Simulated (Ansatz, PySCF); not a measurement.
Reaction (SMILES): O[Si](O)(O)S [thiosilicic acid] + 4 [H][H] (H2) -> 3 O (H2O) + S (H2S) + [SiH4] (SiH4)
Geometries: B3LYP-D3(BJ)/def2-TZVP minima from Ansatz (a program for electronic structure), one conformer each, not searched for the lowest. Frequencies are from Ansatz or PySCF.

Property: energy of full hydrogenation (0 K, with B3LYP-D3(BJ) harmonic zero-point energies), in eV. Valence correlation only, unless marked. Spin-orbit coupling is left out. Non-relativistic. CBS(X,Y): correlation extrapolated as X^-3; Hartree-Fock from the larger set.

```tsv
level	program	energy of full hydrogenation (eV)
SVWN5/def2-TZVPD	Ansatz	3.48
```

Q: What does CCSD(T)/CBS(cc-pV(T+d)Z,cc-pV(Q+d)Z) (Ansatz) give?

A: 3.69 eV, so SVWN5/def2-TZVPD differs from it by -0.21 eV.
